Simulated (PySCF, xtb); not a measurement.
Be(Br)(Et) (C₂H₅BeBr), SMILES [CH2](C)[Be][Br]. The values are those of a single conformer.

Harmonic wavenumbers (cm⁻¹) from GFN2-xTB (xtb) at its own minimum, in rising order: 63, 110, 237, 256, 386, 542, 938, 961, 1016, 1045, 1243, 1279, 1424, 1503, 1516, 1521, 2904, 2940, 2999, 3026, 3034.

Task: What does B3LYP-D3(BJ)/def2-SVP (PySCF) give at its own minimum? (The exact figures need the calculation; the answer reports its results.)

Result: 98, 150, 276, 330, 436, 614, 925, 954, 980, 1071, 1240, 1259, 1397, 1415, 1474, 1485, 2986, 3016, 3022, 3086, 3095. Paired by order, the mean absolute difference is 43 cm⁻¹ and the zero-point energies are 41.4 and 41.9 kcal/mol.
